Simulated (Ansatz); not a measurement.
Geometry optimisation, Ansatz, RKS PBE-D4/def2-SVP.

input.yaml

```yaml
crystal:
  periodic: [false, false, false]
  atoms:
    - { symbol: W, position_ang: [0.0, 0.0, 0.0] }
    - { symbol: Cl, position_ang: [0.0, 0.0, 2.39] }
    - { symbol: O, position_ang: [1.94, 0.0, 0.0] }
    - { symbol: H, position_ang: [2.2771, -0.9519, -0.0197] }
    - { symbol: O, position_ang: [0.0, 1.94, 0.0] }
    - { symbol: H, position_ang: [-0.6343, 2.2771, -0.71] }
    - { symbol: F, position_ang: [-1.85, 0.0, 0.0] }
    - { symbol: O, position_ang: [0.0, -1.94, 0.0] }
    - { symbol: H, position_ang: [0.3816, -2.2771, 0.8723] }
    - { symbol: O, position_ang: [0.0, 0.0, -1.94] }
    - { symbol: H, position_ang: [0.5278, 0.7924, -2.2771] }
basis:
  gaussian: { orbitals: def2-SVP }
hamiltonian:
  xc: pbe
  dispersion: d4
relax:
  f_tol: 0.02
  max_steps: 40
```

Run as:

```bash
$ ansatz run input.yaml --threads 4 --pin off --max-ram 5120MiB --backend cpu --events-out ev --progress --plain --runs-dir out
```

**Question.** Where does it end, and by what steps?

**Answer.** The run converged. After 28 steps the energy has fallen by 1.002 eV; H11 moved furthest, 1.51 Å.

```
step  energy less start (eV)  largest force component (eV/Å)  accepted
   0                  0.0000                           1.729       yes
   1                 -0.2600                           1.630       yes
   2                 -0.3832                           2.304       yes
   3                 -0.6569                           0.380       yes
   4                 -0.7277                           0.542       yes
   5                 -0.7780                           0.738       yes
   6                 -0.7979                           1.076       yes
   7                 -0.8344                           0.406       yes
   8                 -0.8627                           0.386       yes
   9                 -0.8806                           0.466       yes
  10                 -0.8937                           0.461       yes
  11                 -0.9034                           0.178       yes
  12                 -0.9079                           0.101       yes
  13                 -0.9123                           0.322       yes
  14                 -0.9168                           0.169       yes
  15                 -0.9284                           0.472       yes
  16                 -0.9393                           0.456       yes
  17                 -0.9486                           0.779       yes
  18                 -0.9588                           1.141       yes
  19                 -0.9800                           0.360       yes
  20                 -0.9836                           0.304       yes
  21                 -0.9924                           0.194       yes
  22                 -0.9934                           0.154       yes
  23                 -0.9974                           0.068       yes
  24                 -0.9988                           0.337       yes
  25                 -1.0009                           0.113       yes
  26                 -1.0014                           0.063       yes
  27                 -1.0020                           0.025       yes
  28                 -1.0021                           0.016       yes
```

```xyz
11
Properties=species:S:1:pos:R:3
W 0.229 0.077 -0.121
Cl 0.645 -0.019 2.242
O 2.128 0.128 -0.203
H 2.657 0.083 0.617
O -0.144 1.927 -0.069
H -1.019 2.299 0.155
F -1.643 -0.028 0.334
O 0.019 -1.819 -0.171
H -0.821 -2.233 0.103
O 0.188 0.109 -2.022
H 0.402 -0.684 -2.550
```

Whether the end is a true minimum wasn't checked by a vibrational analysis.

Run time: 69 s on 4 threads of Arm Neoverse V1, with other jobs on the host, peak memory 0.21 GiB.
